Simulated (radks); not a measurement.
Charge is removed step by step from the 3d up level of Cr+, starting from [Ar] 3d(up 5, down 0). Calculated with a radial shooting solver on a logarithmic mesh with Libxc functionals: scalar-relativistic Kohn-Sham, BLYP, spin-polarised, spherical densities, finite nucleus; Fermi nuclear charge, rms radius 3.6452 fm.

[
 {"removed (e)": "0", "E - E(0) (eV)": "0.000", "eigenvalue (eV)": "-10.733", "E minus straight line (eV)": "0.000"},
 {"removed (e)": "0.1", "E - E(0) (eV)": "1.131", "eigenvalue (eV)": "-11.897", "E minus straight line (eV)": "-0.576"},
 {"removed (e)": "0.2", "E - E(0) (eV)": "2.381", "eigenvalue (eV)": "-13.099", "E minus straight line (eV)": "-1.034"},
 {"removed (e)": "0.3", "E - E(0) (eV)": "3.752", "eigenvalue (eV)": "-14.340", "E minus straight line (eV)": "-1.370"},
 {"removed (e)": "0.4", "E - E(0) (eV)": "5.250", "eigenvalue (eV)": "-15.617", "E minus straight line (eV)": "-1.580"},
 {"removed (e)": "0.5", "E - E(0) (eV)": "6.877", "eigenvalue (eV)": "-16.930", "E minus straight line (eV)": "-1.660"},
 {"removed (e)": "0.6", "E - E(0) (eV)": "8.637", "eigenvalue (eV)": "-18.278", "E minus straight line (eV)": "-1.608"},
 {"removed (e)": "0.7", "E - E(0) (eV)": "10.534", "eigenvalue (eV)": "-19.659", "E minus straight line (eV)": "-1.419"},
 {"removed (e)": "0.8", "E - E(0) (eV)": "12.570", "eigenvalue (eV)": "-21.073", "E minus straight line (eV)": "-1.090"},
 {"removed (e)": "0.9", "E - E(0) (eV)": "14.750", "eigenvalue (eV)": "-22.519", "E minus straight line (eV)": "-0.618"},
 {"removed (e)": "1", "E - E(0) (eV)": "17.075", "eigenvalue (eV)": "-23.996", "E minus straight line (eV)": "0.000"}
]

Removing the whole electron costs 17.075 eV by Delta-SCF, against 10.733 eV from minus the eigenvalue at the starting occupation. Slater's transition state (half an electron removed) gives 16.930 eV. Integrating minus the eigenvalue over the occupation (Janak's theorem) gives 17.075 eV. In this scalar-relativistic scheme the density is built from large components alone, so the theorem holds only approximately. The mean slope of the eigenvalue, de/dn, is 13.3 eV per electron. Ionisation energy of Cr+ in the NIST Atomic Spectra Database: 16.486 eV (measured).
